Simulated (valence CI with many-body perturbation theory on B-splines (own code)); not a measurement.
# E1 line list for Ru³⁺

Calculated by valence CI with perturbative core correlation (CI+MBPT): five valence electrons over a frozen Dirac-Fock core [Kr], radial functions for each j: 7 s, 7 p, 8 d, 6 f, 4 g, 1 h, with the one-electron correlation potential Σ1 (screened to all orders), the two-electron term Σ2, the three-electron term Σ3, Breit, model QED; selected single and double excitations, second order for the rest, scaled by the run's own slope (own B-spline code, finite nucleus).

No measured spectrum was set against this ion. As an estimate, terms of the open shell hold to 2 to 4 % of their energy, and close levels can change places; different configurations can be misplaced against each other by 1,000 to 8,000 cm⁻¹. Among the levels kept, up to 2700 cm⁻¹ of a level comes from second order outside the variational space, and about a tenth of that is noise between levels of different J, which matters for small intervals.

Lines 201 to 250 of 573 in falling wavelength, among levels below 175996 cm⁻¹, chosen from the strongest by gf and those to the six lowest levels. Wavelengths and rates use the calculated energies, so an error of 2000 cm⁻¹ moves a line at 175.4 nm by 3.5 % and its rate by three times that or more. Electric multipoles are in the length gauge, E1 and E2 with the static RPA response of the core. Weak lines are less certain than strong ones. Lines between different terms over intervals too small for the method are left out, as are lines whose strength nearly cancels. Where a level lies close to another of its J and parity, the split of strength between their lines is uncertain. The highest levels of a list are the least certain.

Names give the largest LS component (configuration and term), which can be under half, so a name can repeat, a term be missing and a line seem to break the LS rules; names also repeat where a configuration has a term twice. Letters in brackets count levels of one name in rising energy.

```
λ vac (nm)               Upper             Lower   A (s⁻¹)  log gf  Branch %
     175.4   4d⁴5p ⁴D°_1/2 [a]  4d⁴5s ⁴D_1/2 [a]  2.18e+08   -0.70      12.1
     175.3   4d⁴5p ⁴P°_5/2 [b]  4d⁴5s ⁴P_5/2 [a]  2.05e+08   -0.25       6.8
     175.2   4d⁴5p ²H°_9/2 [a]      4d⁴5s ²H_9/2  1.29e+08   -0.23       8.6
     175.1   4d⁴5p ⁴G°_7/2 [b]  4d⁴5s ⁴F_5/2 [a]  1.69e+08   -0.21       4.8
     175.1      4d⁴5p ⁴I°_13/2     4d⁴5s ⁴H_13/2  6.46e+07   -0.38       7.5
     174.4   4d⁴5p ⁴F°_9/2 [d]  4d⁴5s ²G_9/2 [a]  7.90e+07   -0.44       2.9
     174.4   4d⁴5p ⁴F°_5/2 [b]  4d⁴5s ⁴F_5/2 [a]  9.81e+07   -0.57       3.9
     174.3   4d⁴5p ⁴H°_9/2 [c]      4d⁴5s ⁴G_7/2  3.50e+08    0.20      22.9
     174.1   4d⁴5p ⁴H°_9/2 [b]  4d⁴5s ⁴F_7/2 [a]  9.06e+07   -0.39       5.0
     174.1   4d⁴5p ⁴F°_7/2 [c]      4d⁴5s ⁴G_5/2  1.25e+08   -0.34       6.7
     173.9   4d⁴5p ²F°_7/2 [d]  4d⁴5s ²G_7/2 [b]  1.26e+08   -0.34       5.8
     173.8   4d⁴5p ⁴D°_7/2 [d]  4d⁴5s ⁴D_7/2 [b]  3.80e+08    0.14      21.6
     173.7   4d⁴5p ²D°_5/2 [b]  4d⁴5s ⁴D_5/2 [b]  2.16e+08   -0.23       7.6
     173.6  4d⁴5p ⁴G°_11/2 [a]      4d⁴5s ⁴H_9/2  6.30e+07   -0.47       3.1
     173.6       4d⁴5p ⁶P°_7/2      4d⁴5s ⁶D_7/2  8.14e+07   -0.53       2.3
     173.4   4d⁴5p ⁴D°_5/2 [c]      4d⁴5s ⁴G_7/2  1.14e+08   -0.51       4.2
     173.2       4d⁴5p ⁶P°_5/2      4d⁴5s ⁶D_5/2  1.18e+08   -0.50       3.7
     173.1   4d⁴5p ²G°_9/2 [a]      4d⁴5s ²H_9/2  4.23e+07   -0.72       1.4
     173.0   4d⁴5p ⁴D°_5/2 [a]  4d⁴5s ⁴D_3/2 [a]  7.89e+07   -0.67       3.5
     172.9   4d⁴5p ⁴F°_3/2 [d]  4d⁴5s ⁴D_1/2 [b]  3.37e+08   -0.22      15.5
     172.8      4d⁴5p ⁴I°_13/2     4d⁴5s ⁴H_11/2  4.90e+08    0.49      56.8
     172.8   4d⁴5p ⁴G°_9/2 [b]     4d⁴5s ⁴H_11/2  7.43e+07   -0.48       4.7
     172.7   4d⁴5p ²G°_7/2 [d]  4d⁴5s ²F_7/2 [a]  1.17e+08   -0.38       4.3
     172.6   4d⁴5p ⁴H°_7/2 [b]  4d⁴5s ⁴F_5/2 [a]  1.09e+08   -0.41       5.3
     172.6   4d⁴5p ²H°_9/2 [c]  4d⁴5s ²G_9/2 [b]  1.05e+08   -0.33       2.8
     172.4      4d⁴5p ⁴I°_15/2     4d⁴5s ⁴H_13/2  6.52e+08    0.67      99.1
     172.4      4d⁴5p ⁶F°_11/2      4d⁴5s ⁶D_9/2  6.76e+08    0.56      99.5
     172.3  4d⁴5p ²H°_11/2 [d]  4d⁴5s ²G_9/2 [b]  3.11e+08    0.22      10.4
     172.1   4d⁴5p ⁴F°_7/2 [b]  4d⁴5s ⁴F_7/2 [a]  8.67e+07   -0.51       2.7
     172.0   4d⁴5p ⁴P°_3/2 [c]  4d⁴5s ⁴D_3/2 [b]  2.68e+08   -0.32       9.5
     171.9  4d⁴5p ²H°_11/2 [a]      4d⁴5s ⁴G_9/2  9.42e+07   -0.30       3.5
     171.9  4d⁴5p ²I°_11/2 [a]     4d⁴5s ⁴H_13/2  6.11e+07   -0.49       3.3
     171.9  4d⁴5p ⁴G°_11/2 [b]  4d⁴5s ⁴F_9/2 [a]  2.88e+08    0.19      16.4
     171.8   4d⁴5p ⁴P°_1/2 [c]  4d⁴5s ⁴P_3/2 [a]  2.12e+08   -0.73      11.5
     171.8   4d⁴5p ⁴D°_7/2 [b]      4d⁴5s ⁴H_9/2  8.23e+07   -0.54       3.9
     171.6   4d⁴5p ⁴P°_1/2 [d]  4d⁴5s ⁴D_1/2 [b]  3.45e+08   -0.52       9.0
     171.6   4d⁴5p ⁴F°_9/2 [b]  4d⁴5s ⁴F_9/2 [a]  1.95e+08   -0.07       5.1
     171.3  4d⁴5p ²H°_11/2 [c]     4d⁴5s ²I_13/2  1.49e+08   -0.11       2.9
     171.1   4d⁴5p ⁴F°_5/2 [d]  4d⁴5s ⁴F_7/2 [a]  1.50e+08   -0.40       7.1
     171.1  4d⁴5p ²H°_11/2 [b]     4d⁴5s ⁴G_11/2  7.07e+07   -0.43       5.6
     170.9  4d⁴5p ²H°_11/2 [b]      4d⁴5s ⁴G_9/2  1.55e+08   -0.09      12.4
     170.8   4d⁴5p ⁴D°_5/2 [c]      4d⁴5s ⁴G_5/2  8.12e+07   -0.67       3.0
     170.8   4d⁴5p ²G°_7/2 [c]      4d⁴5s ²H_9/2  6.21e+07   -0.66       2.7
     170.8   4d⁴5p ⁴F°_5/2 [c]  4d⁴5s ⁴P_3/2 [a]  1.46e+08   -0.42       4.8
     170.4   4d⁴5p ⁴F°_5/2 [d]  4d⁴5s ⁴F_5/2 [a]  7.74e+07   -0.69       3.7
     170.3   4d⁴5p ⁴D°_7/2 [c]  4d⁴5s ⁴P_5/2 [a]  2.64e+08   -0.04      12.1
     170.3  4d⁴5p ⁴H°_13/2 [b]     4d⁴5s ⁴G_11/2  3.34e+08    0.31      32.7
     170.1   4d⁴5p ⁴F°_3/2 [b]  4d⁴5s ⁴F_5/2 [a]  2.28e+08   -0.40       6.8
     169.7  4d⁴5p ²I°_11/2 [b]      4d⁴5s ²H_9/2  4.71e+07   -0.61       1.6
     169.7   4d⁴5p ⁴F°_9/2 [c]  4d⁴5s ⁴F_7/2 [a]  2.20e+08   -0.02       9.5
```

(1) How does gf follow from A for the line at 175.4 nm?

## Answers

(1) gf = 1.4992 × (2J+1)_upper × A / σ², with σ = 57026 cm⁻¹ and 2J+1 = 2: gf = 0.201.
